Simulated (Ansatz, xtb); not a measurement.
Two isomers of C5H5NOSi

Structure a: `N#Cc1cocc1[SiH3]`, a singlet. Structure b: `N#Cc1coc([SiH3])c1`, a singlet. Both are isolated molecules in the gas phase, relaxed with PBE0-D3(BJ)/def2-SVP.

a (Å):

```yaml
atoms:
  - { symbol: C, position_ang: [-1.6698, 3.0895, 2.1269] }
  - { symbol: C, position_ang: [-0.7194, 2.5161, 1.2398] }
  - { symbol: C, position_ang: [0.5850, 2.9033, 1.0794] }
  - { symbol: C, position_ang: [0.2651, 1.2460, -0.2874] }
  - { symbol: C, position_ang: [-0.9406, 1.4103, 0.3308] }
  - { symbol: N, position_ang: [-2.4606, 3.5429, 2.8438] }
  - { symbol: O, position_ang: [1.1774, 2.1364, 0.1581] }
  - { symbol: Si, position_ang: [-2.5029, 0.4210, 0.0492] }
  - { symbol: H, position_ang: [1.1859, 3.6802, 1.5446] }
  - { symbol: H, position_ang: [0.6127, 0.5514, -1.0484] }
  - { symbol: H, position_ang: [-3.5992, 1.3111, -0.4303] }
  - { symbol: H, position_ang: [-2.9292, -0.2430, 1.3148] }
  - { symbol: H, position_ang: [-2.1978, -0.6097, -0.9861] }
```

b (Å):

```xyz
13

C     0.0255    2.6788    3.2334
C    -0.4238    2.4296    1.9090
C    -0.4320    3.3212    0.8649
C    -1.2510    1.4482    0.0653
C    -0.9600    1.2083    1.3800
N     0.3904    2.8747    4.3163
O    -0.9217    2.7428   -0.2298
Si   -1.9707    0.3688   -1.2849
H    -0.1232    4.3607    0.7874
H    -1.0049    0.2380   -2.4142
H    -3.2426    0.9572   -1.7959
H    -2.2279   -0.9630   -0.6673
H    -1.1050    0.2766    1.9216
```

Estimate which is lower in electronic energy at CCSD(T)/def2-SVP + ΔMP2/def2-TZVPP, and by roughly how much.

The CCSD(T)/def2-SVP + ΔMP2/def2-TZVPP calculation puts structure a lower, by 1.28 kcal/mol.

The same difference at several levels:

```
                             level              geometry  E(b) − E(a) (kcal/mol)  departure from the last row (kcal/mol)  job, with rough time for the two
                          GFN2-xTB              GFN2-xTB                     −0.50                                   −1.78              optimisation, 0.45 s
                         HF/STO-3G              GFN2-xTB                     −0.78                                   −2.06               single point, 1.7 s
                r2SCAN-D4/def2-SVP              GFN2-xTB                     +1.04                                   −0.24               single point, 9.9 s
              PBE0-D3(BJ)/def2-SVP  PBE0-D3(BJ)/def2-SVP                     +1.33                                   +0.05             optimisation, 1.9 min
                       HF/def2-SVP  PBE0-D3(BJ)/def2-SVP                     +0.88                                   −0.40           part of the CCSD(T) run
                      MP2/def2-SVP  PBE0-D3(BJ)/def2-SVP                     +1.60                                   +0.32           part of the CCSD(T) run
                  CCSD(T)/def2-SVP  PBE0-D3(BJ)/def2-SVP                     +1.38                                   +0.09                      single point
CCSD(T)/def2-SVP + ΔMP2/def2-TZVPP  PBE0-D3(BJ)/def2-SVP                     +1.28                                                     single point, 3.7 min
```

As drawn, both hold the same kinds of bond in the same numbers.

GFN2-xTB, HF/STO-3G put the two in the other order. The largest departure from CCSD(T)/def2-SVP + ΔMP2/def2-TZVPP is that of HF/STO-3G, 2.06 kcal/mol. The last row adds to CCSD(T) the change of the MP2 difference between the two basis sets, here −0.09 kcal/mol.

With thermal terms from frequencies at re-optimised GFN2-xTB minima (ideal gas, soft modes damped towards free rotors, one conformer each, 298.15 K, 1 atm): on the last row, ΔE + ΔZPE = +1.22, ΔH = +1.27, ΔG = +1.18 kcal/mol.

The correlated steps freeze 12 core orbitals. Run with Ansatz 0.2.0, xtb 6.7.1; the last row on 2 threads of Intel(R) Xeon(R) Processor @ 2.50GHz (Skylake/Cascade Lake) on a shared host.
